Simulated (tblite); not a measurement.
Species: C3H4O3Si.
Numbering: `[O:1]=[CH:2][C@@H:3]1[O:4][C:5](=[O:6])[SiH2:7]1` (hydrogens: H8 on C2; H9 on C3; H10, H11 on Si7)

Structure used (GFN2-xTB), in Å, numbered top down from 1:
```
atom  x, y, z in Å
O1     2.524   -0.929    0.115
C2     1.753   -0.014    0.007
C3     0.423   -0.105   -0.636
O4    -0.211    1.175   -0.793
C5    -1.327    1.086   -0.032
O6    -2.127    1.957    0.122
Si7   -1.017   -0.757    0.533
H8     1.967    0.986    0.430
H9     0.492   -0.614   -1.600
H10   -1.836   -1.788   -0.089
H11   -0.635   -0.994    1.917
```

All values are computed: GFN2-xTB (tblite) harmonic vibrations without scaling, gas phase. This tight-binding method is rough: wavenumbers can miss measured ones by several per cent, in bad cases by 10 to 20. Modes of hydrogen on silicon can be 10 to 20 % off. One conformer, not necessarily the lowest.

Harmonic wavenumbers (cm⁻¹): 75.9, 109.0, 180.8, 312.7, 324.4, 368.8, 440.7, 462.9, 557.4, 569.4, 582.1, 640.0, 722.4, 756.0, 874.6, 1001.6, 1033.3, 1076.9, 1097.3, 1227.8, 1356.4, 1762.9, 1813.7, 2330.1, 2347.3, 2777.8, 2943.7.

A = 4610, B = 1506, C = 1229 MHz; mass 115.993 u (most abundant isotopes); point group C1, symmetry number 1.

Q: What is the zero-point energy?

A: ½Σν̃ = 13873 cm⁻¹ = 39.66 kcal/mol.

Q: Entropy at 298.15 K, 1 bar (ideal gas, RRHO, classical rotation)?

A: Translation 40.19, rotation 28.02, vibration 17.86: S = 86.1 cal/(mol K).

Q: And Cp and H(298.15 K) − H(0)?

A: Cp = 29.21 cal/(mol K), of which vibrations give 21.26 (their classical limit is 27 R = 53.7); H(298.15 K) − H(0) = 5.40 kcal/mol without the zero-point energy, 3.03 from vibrations.

Q: Blend soft modes into free rotors: weight 1/[1 + (100 cm⁻¹/ν̃)⁴] for the oscillator and the rest for a rotor with moment μB/(μ + B), μ = h/(8π²ν), B = 10⁻⁴⁴ kg m². What vibrational entropy results?

A: 17.01 cal/(mol K) in place of 17.86, which changes −T·S at 298.15 K by +0.25 kcal/mol.

Q: How do the functions run with temperature in this model?

A: 
| T (K) | S (cal/(mol K)) | Cp (cal/(mol K)) | H − H(0) (kcal/mol) | G − H(0) (kcal/mol) | ln q(vib) |
| --- | --- | --- | --- | --- | --- |
| 100 | 63.6 | 14.1 | 1.06 | -5.31 | 0.75 |
| 200 | 75.9 | 22.1 | 2.87 | -12.31 | 2.23 |
| 300 | 86.2 | 29.3 | 5.45 | -20.42 | 3.91 |
| 500 | 103.8 | 39.3 | 12.40 | -39.49 | 7.35 |
| 800 | 124.3 | 47.8 | 25.59 | -73.84 | 12.17 |
| 1000 | 135.3 | 51.2 | 35.51 | -99.83 | 15.07 |

q(vib) and H(0) count from the zero-point level.

Q: What must be added to the electronic energy to get the Gibbs energy at 298.15 K and 1 bar?

A: ZPE + [H(298.15 K) − H(0)] − T·S = 39.66 + 5.40 − 25.66 = 19.40 kcal/mol.

Hindered rotation and anharmonicity are outside this model. Other conformers, if any are populated, would add a mixing term that is left out. The structure is chiral; the term R ln 2 for an equal mix with its mirror image is left out.

On one thread of an Arm Neoverse N1, shared host with 64 logical CPUs at a one-minute load of 61, this took 0.46 s wall. This covers the Hessian and the dipole derivatives.
